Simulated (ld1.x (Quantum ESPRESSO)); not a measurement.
u(r) = r·R(r): atom against pseudo-atom (lithium)

Columns: radius, all-electron u(r) and pseudo u(r) of the 2p shell (level -1.06 eV) of lithium in the configuration 1s2 2s1 2p0; PBEsol, scalar-relativistic, RRKJ scheme, ld1.x (Quantum ESPRESSO) 7.5.

```csv
r (bohr),all-electron,pseudo
0.210,0.0150,0.0061
0.420,0.0467,0.0238
0.630,0.0844,0.0520
0.840,0.1234,0.0884
1.050,0.1616,0.1305
1.260,0.1979,0.1753
1.470,0.2320,0.2199
1.680,0.2637,0.2619
1.890,0.2938,0.2993
2.100,0.3218,0.3313
2.310,0.3469,0.3576
2.520,0.3689,0.3785
2.730,0.3875,0.3950
2.940,0.4029,0.4078
3.150,0.4150,0.4177
3.360,0.4240,0.4252
3.570,0.4301,0.4304
3.780,0.4333,0.4333
3.990,0.4339,0.4339
4.200,0.4320,0.4320
4.410,0.4281,0.4281
4.620,0.4222,0.4222
4.830,0.4147,0.4147
5.040,0.4058,0.4058
5.250,0.3957,0.3957
5.460,0.3848,0.3848
```

Task: How many radial nodes do the two functions have?

Result: The all-electron 2p function has n − l − 1 = 0; the pseudo-wave has 0.

Task: At about which radius was the pseudo-wave matched?

Result: 4.20 bohr. The columns agree to 0.0005 from 3.57 bohr on; several derivatives are matched, so the curves merge somewhat inside the radius.

Task: Is the pseudo-wave norm-conserving?

Result: Yes: the RRKJ scheme keeps the norm inside the radius equal to the all-electron one, which fixes the energy derivative of the logarithmic derivative at the level.
